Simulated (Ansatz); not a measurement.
CdHISe, SMILES [SeH][Cd][I].

Geometry optimised at PBE0-D3(BJ)/def2-SVP. The structure was generated by enumeration; whether it is a known compound was not checked. The def2 effective core potentials stand for the cores of Cd, I; spin–orbit coupling is left out. One conformer was computed; it need not be the lowest.

Two levels are set side by side: PBE/def2-SVPD (Ansatz, a program for electronic structure) and PBE0/def2-SVPD (Ansatz). Energy differences of separate SCF runs at the same geometry; the states with an electron removed or added have multiplicity 2 and 2. Differences are taken from unrounded values.

```tsv
quantity	PBE
vertical ionisation energy (eV)	8.72
vertical electron affinity (eV)	0.62
vertical singlet–triplet gap (eV)	3.35
```

Problem. These are the PBE values. What does PBE0 give? (An estimate is asked for; the answer gives what the named calculation found.)

Solution. 
```csv
quantity,PBE0,PBE minus PBE0
vertical ionisation energy (eV),9.05,-0.34
vertical electron affinity (eV),0.52,0.09
vertical singlet–triplet gap (eV),3.74,-0.40
```
